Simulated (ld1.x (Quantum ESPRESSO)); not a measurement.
Pseudopotential generation for Cl: TM semilocal, LDA (PZ), non-relativistic.

The input file (ld1.x (Quantum ESPRESSO) 7.5):

```
&input
   title='Cl', zed=17., rel=0, dft='PZ', iswitch=3,
   config='[Ne] 3s2 3p5 3d-2',
   nld=3, rlderiv=1.40, eminld=-4.0, emaxld=5.0, deld=0.02
 /
 &inputp
   pseudotype=1, tm=.true., lloc=2,
   nlcc=.true., rcore=1.00,
   file_pseudopw='Cl.pp', file_wfcaegen='ae.wfc', file_wfcncgen='nc.wfc'
 /
3
3S  1  0   2.00   0.00  1.30  1.30  0.0
3P  2  1   5.00   0.00  1.05  1.05  0.0
3D  3  2  -2.00   0.20  1.00  1.00  0.0
 &test
   configts(1)='3s2 3p5'
 /
```

Command:

```bash
ld1.x < Cl.in > Cl.out
```

The program printed (shortened: banner, matrices, multipoles, cross overlaps and the repeated all-electron block are left out):

```
Program LD1 v.7.5
     --------------------------- All-electron run ----------------------------

     Cl

     atomic number is 17.00
     dft =PZ   lsd =0 sic =0 latt =0  beta=0.20 tr2=1.0E-14
     Exchange-correlation= PZ
                           (   1   1   0   0   0   0   0)
     mesh =1157 r(mesh) = 101.16842 a.u. xmin = -7.00 dx = 0.01250
     1 Ry =  13.60569312 eV

     n l     nl                  e(Ry)          e(Ha)          e(eV)
     1 0     1S 1( 2.00)      -200.7405      -100.3702     -2731.2130
     2 0     2S 1( 2.00)       -18.3763        -9.1882      -250.0229
     2 1     2P 1( 6.00)       -14.0804        -7.0402      -191.5741
     3 0     3S 1( 2.00)        -1.5088        -0.7544       -20.5285
     3 1     3P 1( 5.00)        -0.6409        -0.3204        -8.7195

     final scf error:  8.1E-15 reached in  30 iterations

     Etot =    -917.313432 Ry,    -458.656716 Ha,  -12480.685051 eV

     Ekin =     915.510720 Ry,     457.755360 Ha,   12456.157904 eV
     Encl =   -2185.108459 Ry,   -1092.554230 Ha,  -29729.915135 eV
     Eh   =     405.519462 Ry,     202.759731 Ha,    5517.373349 eV
     Exc  =     -53.235154 Ry,     -26.617577 Ha,    -724.301170 eV

     normalization and overlap integrals

     s(1S/1S) =  1.000000  <r> =   0.0917  <r2> =    0.0113  r(max) =   0.0603
     s(2S/2S) =  1.000000  <r> =   0.4481  <r2> =    0.2386  r(max) =   0.3649
     s(2P/2P) =  1.000000  <r> =   0.4084  <r2> =    0.2079  r(max) =   0.3025
     s(3S/3S) =  1.000000  <r> =   1.5426  <r2> =    2.7757  r(max) =   1.2895
     s(3P/3P) =  1.000000  <r> =   1.8453  <r2> =    4.1132  r(max) =   1.4252

     ------------------------ End of All-electron run ------------------------

     --------------------- Generating NC pseudopotential ---------------------

      Generating local pot.: lloc=2, matching radius rcloc =   1.0000

      Computing core charge for nlcc:

       r > 1.00 : true rho core
       r < 1.00 : rho core = a sin(br)/r    a=   1.89  b=   2.77

      Integrated core pseudo-charge :   0.83

      Wfc   3S  rcut= 1.306  Using Troullier-Martins method

      Wfc   3P  rcut= 1.043  Using Troullier-Martins method

     ------------------- End of pseudopotential generation -------------------

     Computing logarithmic derivative in   1.39872
     Computing logarithmic derivative in   1.39872
     Computing the partial wave expansion
     R is outside the sphere for l=    0 j= 0.00
     R is outside the sphere for l=    1 j= 0.00
       no projector for channel:   2

     ---------------------- Testing the pseudopotential ----------------------

     Cl

     atomic number is 17.00   valence charge is  7.00
     dft =PZ   lsd =0 sic =0 latt =0  beta=0.20 tr2=1.0E-14
     mesh =1157 r(mesh) = 101.16842 xmin = -7.00 dx = 0.01250

     n l     nl             e AE (Ry)        e PS (Ry)    De AE-PS (Ry)
     1 0     3S   1( 2.00)       -1.50882       -1.50882       -0.00000
     2 1     3P   1( 5.00)       -0.64087       -0.64087       -0.00000

     eps = 5.4E-16  iter =  4

     Etot =    -917.313432 Ry,    -458.656716 Ha,  -12480.685051 eV
     Etotps =   -30.725813 Ry,     -15.362906 Ha,    -418.045977 eV

     Ekin =      11.091044 Ry,       5.545522 Ha,     150.901339 eV
     Encl =     -68.046165 Ry,     -34.023082 Ha,    -925.815236 eV
     Ehrt =      25.247820 Ry,      12.623910 Ha,     343.514094 eV
     Ecxc =      -6.639505 Ry,      -3.319752 Ha,     -90.335067 eV
     (Ecc =      -0.764680 Ry,      -0.382340 Ha,     -10.403996 eV)
     Epseu=       7.620993 Ry,       3.810497 Ha,     103.688892 eV

     ---------------------- End of pseudopotential test ----------------------
```

Generation and configuration tests took about 1.7 s on one core of a shared server CPU.
